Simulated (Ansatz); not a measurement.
Several settings on one geometry of Cs₂H₂ (the lowest singlet isomer of a short search) (that of the charge 0 singlet, PBE0-D4/def2-TZVP). Ansatz on 4 threads of Arm Neoverse V2 on a shared host; times are rough.

```xyz
4

Cs   -2.103   -0.262    0.080
Cs    2.103    0.262   -0.079
H     0.216   -1.699    0.118
H    -0.216    1.699   -0.119
```

Totals from different functionals, basis sets or treatments of relativity can't be compared as stabilities.

In the def2 sets Cs takes a core potential; there is no spin–orbit coupling. B3LYP takes the VWN-RPA correlation.

The spins typed aren't always the lowest for that charge.

Problem. Give the basis size and estimate the energy, ⟨S²⟩ and time of these runs.

| run | method | charge | state | further keys |
| --- | --- | --- | --- | --- |
| 1 | RKS BLYP-D3(BJ)-ATM/def2-TZVP | 0 | singlet | final_grid: {core_spheres: 8, valence_spheres: 7, degree: 23}; nuclear_model: gaussian; scf: {omitted_lower_state_checks: [starts]} |
| 2 | RKS PBE0-D3(BJ)/def2-mTZVPP | 0 | singlet | scf: {omitted_lower_state_checks: [starts]} |
| 3 | RKS r2SCAN0/def2-TZVP | 0 | singlet | final_grid: {core_spheres: 5, valence_spheres: 4, degree: 11}; point_charges: [{charge: 0.50, position_ang: [6.466, 0.228, 0.985]}]; scf: {omitted_lower_state_checks: [starts]} |
| 4 | UKS B3LYP-D4/def2-mTZVP | 0 | triplet | fitting: {mean_field: def2-universal-jkfit}; scf: {omitted_lower_state_checks: [starts]}; forces asked |

Solution. 
```csv
run,functions,energy (Eh),⟨S²⟩,wall time
1,70,-41.3946,–,0.4 s
2,68,-41.4571,–,0.55 s
3,70,-41.4402,–,0.65 s
4,64,-41.3902,2.02,1.2 s
```
